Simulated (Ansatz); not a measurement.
Compare A (`C=C[Se][GeH3]`) with its isomer B (`C=[C]([GeH3])[SeH]`).

Isolated molecules relaxed with PBE0-D4/def2-TZVP in Ansatz; ΔE leaves out vibrations. CCSD(T)/CBS adds triple-zeta CCSD(T) − MP2 to the extrapolated MP2 energy (def2 sets, frozen cores). DFT in def2-TZVPP. For Ge, Se outer-core shells are correlated without core-valence functions, which leaves a few kJ/mol of doubt a bond. Scalar relativity is left out up to krypton. One conformer a species, not always the lowest.

(1) Which isomer does CCSD(T)/CBS put lower? Give the gap. (Best estimate.)

(2) Give E(B) − E(A) in kcal/mol with PBE0-D4, CCSD(T)/def2-TZVPP, CCSD/def2-TZVPP, PBE-D4, HF/def2-TZVPP, B2PLYP, r2SCAN-D4. (Best estimate.)

Largest T1 diagnostic: 0.011.

Answers

(1) Computed: A, by 14.7 kcal/mol.

(2) The calculation gave: PBE0-D4 16.2, CCSD(T)/def2-TZVPP 14.1, CCSD/def2-TZVPP 14.6, PBE-D4 15.7, HF/def2-TZVPP 17.8, B2PLYP 15.8, r2SCAN-D4 15.8. None reverses the order clearly.

In def2-TZVPP, CCSD(T) changes the Hartree–Fock value by −3.7 kcal/mol (the triples alone add −0.4 kcal/mol) and MP2 by −3.5 kcal/mol.
